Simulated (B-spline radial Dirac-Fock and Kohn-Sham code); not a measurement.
Ionisation energies of tungsten ions, computed and tabulated

Method: relaxed Dirac-Fock hole states (ΔSCF) with Breit and QED corrections and a finite nucleus. Computed with an atomic code on a B-spline grid. Each value is the difference of the configuration-average energies of two neighbouring ions in their tabulated ground configurations. Correlation energy is missing from these numbers. NIST's values refer to the lowest levels; many for high charge states are themselves semi-empirical or theoretical. Where a p, d or f shell is open in either ion the computed value averages over both j values and all terms, while the table refers to the lowest levels; that difference holds spin-orbit splitting (largest in heavy or highly charged ions), term energies where several electrons share open shells, and correlation, and it can reach 10 % or more.

```tsv
ion	configuration	computed (eV)	NIST (eV)	kind	NIST − computed (eV)
W²⁴⁺	[Kr] 4d10 4f4	728.3	734.1 ± 1.7	semi-empirical	+5.80
W²⁵⁺	[Kr] 4d10 4f3	776.8	784.4 ± 1.9	semi-empirical	+7.61
W²⁶⁺	[Kr] 4d10 4f2	826.4	833.4 ± 1.9	semi-empirical	+6.99
W²⁷⁺	[Kr] 4d10 4f1	877.1	881.4 ± 1.6	semi-empirical	+4.27
W²⁸⁺	[Kr] 4d10	1134.8	1132.2 ± 1.4	semi-empirical	-2.60
W²⁹⁺	[Kr] 4d9	1184.7	1180 ± 1.4	semi-empirical	-4.66
W³⁰⁺	[Kr] 4d8	1235.2	1230.4 ± 1.4	semi-empirical	-4.76
W³¹⁺	[Kr] 4d7	1286.3	1283.4 ± 1.4	semi-empirical	-2.89
W³²⁺	[Kr] 4d6	1338.1	1335.1 ± 1.4	semi-empirical	-2.95
W³³⁺	[Kr] 4d5	1390.4	1386.8 ± 1.4	semi-empirical	-3.65
W³⁴⁺	[Kr] 4d4	1443.5	1459.9 ± 1.5	semi-empirical	+16.42
W³⁵⁺	[Kr] 4d3	1497.1	1512.4 ± 1.5	semi-empirical	+15.26
W³⁶⁺	[Kr] 4d2	1551.4	1569.1 ± 1.5	semi-empirical	+17.67
W³⁷⁺	[Kr] 4d1	1606.3	1621.7 ± 1.5	semi-empirical	+15.36
W³⁸⁺	[Ar] 3d10 4s2 4p6	1860.1	1829.8 ± 1.9	semi-empirical	-30.30
```

Q: Where in this range is the largest relative jump, and why?

A: From W²⁷⁺ (877.1 eV) to W²⁸⁺ (1134.8 eV), a factor of 1.29. The configuration goes from [Kr] 4d10 4f1 to [Kr] 4d10, so the next electron comes out of a deeper subshell.
